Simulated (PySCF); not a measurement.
Compound: BF3.
SMILES with atom numbers: `[F:1][B:2]([F:3])[F:4]`

Computed by this run: PBE0-D3(BJ)/def2-SVP geometry optimisation, gas phase (PySCF); density fitting, grid level 1; the optimiser is geomeTRIC in internal coordinates, started from a GFN2-xTB structure with every atom displaced at random (about 0.01 Å).

Step 0: E = -8816.2951 eV
```
atom  x, y, z in Å  |  force x, y, z in eV/Å
F1     -1.0300   -0.6949    0.6958   -1.179  -0.304   0.172
B2      0.0271   -0.0710    0.3002    0.089   0.521  -0.440
F3      1.1748   -0.5089    0.6770    1.462  -0.485   0.464
F4     -0.0129    0.9800   -0.4745   -0.373   0.268  -0.196
```

Step 1: E = -8816.3394 eV
```
atom  x, y, z in Å  |  force x, y, z in eV/Å
F1     -1.0596   -0.6772    0.6826    0.232  -0.020   0.007
B2      0.0449   -0.0744    0.2997   -0.130  -0.149   0.116
F3      1.2176   -0.5214    0.6897   -0.222   0.111  -0.091
F4     -0.0439    0.9782   -0.4735    0.121   0.059  -0.032
```

Step 2: E = -8816.3412 eV
```
atom  x, y, z in Å  |  force x, y, z in eV/Å
F1     -1.0506   -0.6861    0.6884    0.007   0.071  -0.045
B2      0.0403   -0.0689    0.2989   -0.061  -0.169   0.059
F3      1.2059   -0.5231    0.6891    0.045   0.104  -0.046
F4     -0.0366    0.9832   -0.4779    0.008  -0.005   0.032
```

**Question.** Estimate the geometry and energy of step 3. (The exact step hangs on the optimiser's Hessian estimate; all steps are aligned on step 2, rigid shifts and turns removed.)

**Answer.** E = -8816.3421 eV, largest force 0.151 eV/Å
```
atom  x, y, z in Å  |  force x, y, z in eV/Å
F1     -1.0552   -0.6834    0.6901   -0.002  -0.033  -0.049
B2      0.0379   -0.0786    0.2944   -0.005   0.117   0.095
F3      1.2076   -0.5142    0.6865    0.075  -0.075   0.001
F4     -0.0313    0.9814   -0.4725   -0.068  -0.009  -0.048
```

The energy changes by -0.0008 eV. The first-order estimate −F·Δx gives -0.0030 eV and the mean of the old and new forces, exact on a quadratic surface, 0.0000 eV. The step makes an angle of 45° with the force vector and moves no atom by more than 0.011 Å.

The cost below is that of the whole optimisation. On one thread, Arm Neoverse V2 (aarch64), shared host with 96 logical CPUs at a one-minute load of 29, this took 6.8 s of wall time and 0.28 GiB of memory at its peak.
